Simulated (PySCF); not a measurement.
C2H8O3Sn, SMILES C[CH2][Sn]([OH])([OH])[OH] (connectivity only; charge and spin as stated), charge +1, multiplicity 2.

Geometry optimised at PBE-D3(BJ)/def2-SVP. The def2 effective core potentials stand for the cores of Sn; spin–orbit coupling is left out. One conformer was computed; it need not be the lowest.

Level of theory: TDA-ωB97X/def2-SVPD in PySCF.

Vertical excitations. Gas-phase values at a fixed geometry.

Computed lowest excited states:
```
state   energy (eV)  λ (nm)      f                                                 main pairs
------  -----------  ------  -----  ---------------------------------------------------------
root 1         2.70     460  0.005                       β HOMO−1→LUMO 49 %, β HOMO→LUMO 41 %
root 2         2.72     455  0.005                       β HOMO→LUMO 48 %, β HOMO−1→LUMO 42 %
root 3         3.38     367  0.058                                         β HOMO−2→LUMO 86 %
root 4         3.48     357  0.021  β HOMO−4→LUMO 59 %, β HOMO−5→LUMO 22 %, β HOMO−3→LUMO 9 %
root 5         3.51     353  0.024                                         β HOMO−3→LUMO 78 %
root 6         3.64     341  0.010                     β HOMO−5→LUMO 67 %, β HOMO−4→LUMO 19 %
```
Unrestricted roots are not spin-pure.
